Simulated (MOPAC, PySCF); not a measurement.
H7GaOSi2, SMILES `[SiH3][Ga]([OH])[SiH3]` (H–O–Ga–Si torsion 1°), neutral singlet in the gas phase. 

Cartesian coordinates (Å):
SMILES: [OH][Ga]([SiH3])[SiH3]
```xyz
11

O     -0.1034     2.0328     0.9979
Ga    -0.0612     0.4193     0.2061
Si     2.1255    -0.5822    -0.0975
Si    -2.2755    -0.3442    -0.3752
H      0.7561     2.3708     1.2577
H      2.8589    -0.6437     1.1985
H      2.0339    -1.9624    -0.6464
H      2.9401     0.2376    -1.0391
H     -2.9293     0.6122    -1.3102
H     -3.1218    -0.4629     0.8438
H     -2.2235    -1.6773    -1.0357
```
Charge 0, spin multiplicity 1.

All levels are single points at this geometry (PBE0-D3(BJ)/def2-TZVP); Pople sets use spherical d functions. Orbital energies aren't observables, and empty levels follow the basis.

| level | HOMO (eV) | LUMO (eV) | gap (eV) | dipole (D) | vertical IE, Delta-SCF (eV) |
|---|---|---|---|---|---|
| PBE-D3(BJ)/def2-TZVP in PySCF | -6.20 | -2.65 | 3.55 | 1.14 | 8.78 |
| TPSSh-D3(BJ)/def2-TZVP in PySCF | -6.69 | -2.24 | 4.45 | 1.21 | 8.91 |
| B3LYP/3-21G in PySCF | -6.97 | -1.67 | 5.30 | 1.46 | – |
| B3LYP/6-311+G** (LANL2DZ on Ga) in PySCF | -7.18 | -2.10 | 5.08 | 1.57 | – |
| B3LYP/6-31G* in PySCF | -6.92 | -1.89 | 5.02 | 1.34 | 8.95 |
| BP86/6-31G* in PySCF | -6.19 | -2.52 | 3.67 | 1.23 | – |
| M06-2X/6-31G* in PySCF | -8.09 | -1.11 | 6.99 | 1.43 | – |
| PBE/6-31G* in PySCF | -6.10 | -2.42 | 3.68 | 1.23 | 8.75 |
| SVWN5/6-31G* in PySCF | -6.18 | -2.60 | 3.58 | 1.29 | 8.87 |
| HF/6-31G* in PySCF | -9.54 | 1.01 | 10.55 | 1.64 | 8.58 |
| AM1 in MOPAC | -9.74 | -1.90 | 7.83 | 1.32 | – |
| PM6 in MOPAC | -9.08 | -0.89 | 8.19 | 1.95 | – |
| PM7 in MOPAC | -9.31 | 0.57 | 9.89 | 2.19 | – |
